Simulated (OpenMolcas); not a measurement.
**S: effect of the IPEA shift**

* Program: OpenMolcas
* Basis: ANO-RCC-VQZP [6s5p3d2f1g]
* Scalar Hamiltonian: DKH2, point nucleus
* Active space: 4 electrons in 3 orbitals (3p)
* State averaging: 2S+1 = 3 even, 3 roots; 2S+1 = 1 even, 6 roots
* Spin-orbit coupling: RASSI with atomic mean-field integrals over the reference wave functions, term energies averaged over their components

Methods on the same reference wave functions:
A. CASSCF
B. SS-CASPT2, IPEA 0.25 Eh, imaginary shift 0.1 Eh (closed shells correlated: 2s 2p 3s)
C. SS-CASPT2, IPEA 0.5 Eh, imaginary shift 0.1 Eh (closed shells correlated: 2s 2p 3s)

Energies in cm⁻¹ above 3s² 3p⁴ ³P₂, the measured ground level; measured values from NIST Handbook of Basic Atomic Spectroscopic Data.

| Level | A | B | C | Measured |
| --- | --- | --- | --- | --- |
| 3s² 3p⁴ ³P₂ | 0.0 | 0.0 | 0.0 | 0.0 |
| 3s² 3p⁴ ³P₁ | 371 | 373 | 373 | 396 |
| 3s² 3p⁴ ³P₀ | 545 | 544 | 544 | 574 |
| 3s² 3p⁴ ¹D₂ | 11729 | 9230 | 9040 | 9239 |
| 3s² 3p⁴ ¹S₀ | 28879 | 23040 | 23200 | 22180 |

Deviations, from unrounded energies. A percentage is the sum of absolute deviations over the sum of measured energies, with the sign that they share, or ± where signs differ.

```json
{"Against measurement": "mean absolute deviation (cm-1)", "Levels": "4", "A": "2300", "B": "230", "C": "320"}
{"Against measurement": "fine structure of the ground term (%)", "Levels": "2", "A": "-5.5", "B": "-5.5", "C": "-5.4"}
{"Against measurement": "other terms of the ground configuration (%)", "Levels": "2", "A": "+29.3", "B": "±2.8", "C": "±3.9"}
```

B lies closest to measurement on these levels and A furthest from it. The largest miss of B in the table is 3s² 3p⁴ ¹S₀, by +860 cm-1. The ranking rests on the paired levels alone, and a cruder setting can come out closer through cancelling errors.

Between B and C the level of the table that moves most is 3s² 3p⁴ ¹D₂, by 190 cm-1 (lowest in C, highest in B). Moves below CASPT2's spread within the term are not significant.

The mean deviations of B to C differ by less than CASPT2's widest spread within a term (230 cm-1), so their order carries little weight.

From A to B the spin-free energies of the other terms of 3s² 3p⁴ shown, above ³P, scale by factors of 0.78 to 0.80.

The lowest spin-free term lies below A's lowest term by 0.181 hartree in B, 0.173 hartree in C.

CASPT2 breaks the degeneracy within a term, and the mean is taken; among the terms shown or strongly mixed into the levels shown the widest spread is 230 cm-1 (3s² 3p⁴ ¹D, C). With the s shell closed, the reference lacks s² → p² mixing. Without dynamic correlation excited terms often stand tens of per cent too high (terms of higher spin than the ground term too low), and those without a measured partner can miss by more than the paired ones (holds for A). Computed and measured levels are paired by configuration, term and J; levels that our copy of the source lacks, or whose pairing is in doubt (as where it misses far off the trend of its configuration), stay unpaired and out of the deviations. Levels of configurations outside the active space are missing.
